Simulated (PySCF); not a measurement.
AlH₃, SMILES [AlH3]. Heavy atoms are numbered as in [AlH3:1]. Hydrogens are named by the atom that carries them.

Geometry: B3LYP-D3(BJ)/def2-TZVPD. The isomer is the one that the SMILES or the coordinates give; other isomers of the formula were not compared.

Computed with PBE0/def2-TZVPD run with PySCF.

Mulliken values depend strongly on the basis, most of all with diffuse functions as here. Atomic charges (e), one atom of each kind:

```csv
atom,meta-Löwdin,Mulliken
Al1 (AlH3),?,0.31
H on Al1,?,-0.10
```

Question: Some entries are withheld; supply them. (Estimate from the structure and the level; the computed values follow.)

Answer: 
- Al1 (AlH3), meta-Löwdin: 0.43
- H on Al1, meta-Löwdin: -0.14
